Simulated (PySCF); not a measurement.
**Excitation energy of Fe by level of theory**

Fe [Ar] 3d6 4s2 (5D) → Fe [Ar] 3d6 4s1 4p1 (high-spin determinant), as a difference of total energies. All numbers are calculated (PySCF 2.14, the non-relativistic Hamiltonian (point nucleus), in dyall-av3z). Correlated levels: valence: [Ar] frozen; virtual orbitals above 40 to 60 times the deepest correlated orbital energy dropped. The calculations carry no spin-orbit coupling.

```csv
method,excitation energy (cm⁻¹)
UHF,9992.9
LDA,21206
PBE0,17932
SCS-MP2 (valence),19612
```

Question: Estimate what MP2 (valence) gives.

Answer: 17253 cm⁻¹, closest to PBE0 among the rows shown.

Question: Estimate what PBE gives.

Answer: 19507 cm⁻¹, closest to SCS-MP2 (valence) among the rows shown.

A first-order spin-orbit estimate (lowest level to lowest level, LS coupling) adds 0.015 eV.

The determinant of the upper state mixes LS terms, which raises its energy above the lowest term, most at the Hartree-Fock and MP2 levels.
